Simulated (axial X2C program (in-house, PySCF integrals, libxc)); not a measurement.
## NiSi⁻: properties at the nuclei

Computed with an axial X2C code built on PySCF integrals: two-component X2C with atomic mean-field Coulomb and Gaunt terms, Gaussian nuclei, basis Ni dyall-acv3z, Si dyall-av3z with contracted cores.

R = 2.203 Å (near the PBE0 minimum at charge -1 of the determinant lowest at the starting distance; the state shown can have its own minimum elsewhere).

Input and command:
```json
{"zs": [28, 14], "q": -1, "bas": ["dyall-acv3z", "dyall-av3z"], "r0": 2.26, "levels": ["PBE0", "HF", "PBE", "LDA", "BP86"], "nst": 3}
```
```bash
python soeom.py task.json out
```

Keys: zs atomic numbers; q charge; bas basis sets; r0 starting distance in Å; levels methods; nst determinants followed.

Determinant lowest in the PBE0 search, Ω = 1/2 (⟨Sz⟩ = -0.52, ⟨Lz⟩ = 1.02 at PBE0), spin on the atoms Ni 0.45, Si -0.97:

| level | Eeff magnitude (GV/cm) | Ws magnitude Ni (kHz) | A∥/gI Ni (MHz) | qzz Ni (a.u.) | A∥/gI Si (MHz) | qzz Si (a.u.) |
| --- | --- | --- | --- | --- | --- | --- |
| PBE0 | 0.27 | 0.225 | 1660 | 2.10 | 238 | -0.35 |
| PBE | 0.0823 | 0.0445 | 664 | 2.07 | 300 | -0.70 |
| LDA | 0.115 | 0.0524 | 434 | 2.06 | 295 | -0.71 |
| BP86 | 0.0762 | 0.0316 | 567 | 2.09 | 290 | -0.69 |

Eeff is the effective electric field on the electron electric dipole moment in this Ω state and Ws the scalar–pseudoscalar constant of the nucleus named (defined with the proton number Z and per Ω); A∥ (defined per Ω) follows by multiplying with gI = μI/(I μN); qzz is the electric field gradient, eQq0 = 234.96 MHz × Q/barn × qzz. The operators were transformed with the bare-nucleus X2C matrices; with these basis sets, hyperfine constants and field gradients can be off by tens of per cent, and where levels differ in sign neither size nor sign is settled.

**Question.** With Q(61Ni) = 0.162 barn, gI(29Si) = -1.1106 (g factors from the IAEA table of nuclear moments by Stone; Q from Pyykkö, Mol. Phys. 2018), turn the PBE0 values of the first state into constants in MHz.

**Answer.** eQq0(61Ni) = 234.96 × (0.162) × (2.10) = 79.9 MHz; A∥(29Si) = 238 × -1.1106 = -264 MHz.

Each state is one determinant with collinear spin. For an anion, determinants above electron detachment, or with a positive highest level, are held by the basis set. Where Eeff spreads by more than a factor of two the levels disagree and none is to be relied on. In the state Ω = 1/2 the atomic spins oppose each other (0.45, -0.97): a broken-symmetry determinant whose values are not spin-projected. Left out as unconverged or as another state under the same occupation: HF in at least one table. States lie within half an eV, so the first need not be the ground state. Further determinants of the search, some of them spin-mixed, are not shown. Where a field gradient or hyperfine factor spreads by more than a factor of two over the levels, a constant derived from it is not to be relied on.
